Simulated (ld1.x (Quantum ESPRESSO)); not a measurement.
**Au (Z = 79): TM semilocal pseudisation with revPBE, scalar-relativistic reference atom.**

Au, norm-conserving Troullier–Martins (semilocal form), made with ld1.x (Quantum ESPRESSO) 7.5 (revPBE, scalar-relativistic). Core [Xe], reference 4f14 5d10 6s1 6p0. Waves: 6s (bound): rc 2.55 bohr; 6p (bound, empty): rc 2.90 bohr; 5d (bound): rc 1.80 bohr; 4f (bound): rc 0.85 bohr. Local part: the f channel. Core correction: none.

All-electron outer shells of the reference configuration (revPBE, scalar-relativistic, ld1.x):

```json
{"shell": "5s", "level (eV)": "-108.26", "outermost node (bohr)": "0.48", "outermost maximum (bohr)": "0.84"}
{"shell": "4f", "level (eV)": "-81.01", "outermost node (bohr)": "–", "outermost maximum (bohr)": "0.37"}
{"shell": "5p", "level (eV)": "-59.70", "outermost node (bohr)": "0.52", "outermost maximum (bohr)": "0.96"}
{"shell": "5d", "level (eV)": "-6.81", "outermost node (bohr)": "0.56", "outermost maximum (bohr)": "1.21"}
{"shell": "6s", "level (eV)": "-5.65", "outermost node (bohr)": "1.11", "outermost maximum (bohr)": "2.32"}
{"shell": "6p", "level (eV)": "-0.75", "outermost node (bohr)": "1.32", "outermost maximum (bohr)": "3.74"}
```

Results:

```json
{"Largest excitation error": "-1288 meV (all-electron minus pseudo) for 4f13 5d10 6s1 6p0, out of 7 test configurations"}
```

A Bessel basis up to 400 Ry misses an occupied level by 0.12 Ry, so cutoffs and ghosts were not judged.

Generation and tests took about 1.9 s on one core of a shared server CPU.
